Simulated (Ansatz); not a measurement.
Cost and result up the ladder for K4 (4 atoms). Charge 0, multiplicity 1. Geometry: B3LYP/def2-TZVP.

Cartesian coordinates in Å:
```
K -2.2049 -1.3994 -3.0465
K 0.7212 -1.8473 0.2544
K -0.7224 1.8487 -0.2553
K 2.2061 1.3980 3.0475
```

Ansatz on 4 threads of Arm Neoverse V1 on a shared host. Times are rough, and most runs start from the orbitals of an earlier one. No level here is sound enough to serve as a yardstick. Binding counts from free atoms at the same level (K doublet; other spins of the atoms weren't run), without zero-point energy or a counterpoise term.

Correlated methods freeze 20 core orbitals; core or outer-core shells of K are correlated, in sets that lack core-valence functions. Another isomer (triplet) lies 0.02 eV lower at r2SCAN/def2-TZVP; other spin states weren't run for this one.

Correlated methods converge slowly with the basis.

| level | functions | wall time |
| --- | --- | --- |
| PBE/def2-TZVP (with forces) | 132 | 2.6 s |
| BLYP/def2-TZVP | 132 | 2.9 s |
| PBE0/def2-TZVP | 132 | 3.8 s |
| r2SCAN/def2-TZVP | 132 | 5.5 s |
| r2SCAN0/def2-TZVP | 132 | 7 s |
| CCSD(T)/def2-TZVPP | 132 | 32 s |

Estimate what each level gives for the binding energy per atom (eV).


```tsv
level	binding energy per atom (eV)	remarks
PBE/def2-TZVP (with forces)	0.38	restricted SCF unstable in HF
BLYP/def2-TZVP	0.30	restricted SCF unstable in HF
PBE0/def2-TZVP	0.34	restricted SCF unstable in HF
r2SCAN/def2-TZVP	0.30	restricted SCF unstable in HF
r2SCAN0/def2-TZVP	0.30	restricted SCF unstable in HF
CCSD(T)/def2-TZVPP	0.35	restricted SCF unstable
```
